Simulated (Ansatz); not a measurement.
Program: Ansatz. Geometries: PBE0-D4/def2-TZVP. ΔE: electronic, gas phase. CBS: MP2 limit from def2 TZ/QZ plus the TZ coupled-cluster correction, frozen cores. Functionals use def2-TZVPP. B3LYP here is the variant with VWN-RPA as its local correlation; programs differ in this. One conformer a species, not always the lowest.

Reaction (isomerisation): `CC[SiH](F)S` → `CC(F)S[SiH3]`

```csv
level,ΔE (kcal/mol)
r2SCAN-D4,61.8
B3LYP-D4,61.1
```

Question: What does CCSD(T)/CBS give? (Estimate.)

Answer: The calculation gave: +63.6 kcal/mol. The listed levels differ from it by -1.8, -2.5 kcal/mol.

Largest T1 diagnostic among the species: 0.011.

From PBE to PBE0 (25 % exact exchange), in def2-TZVPP and without D4, ΔE moves by +2.1 kcal/mol.

CCSD(T)/CBS has its own doubt, a few kJ/mol and more with outer-core shells, so smaller differences from it don't rank the levels.
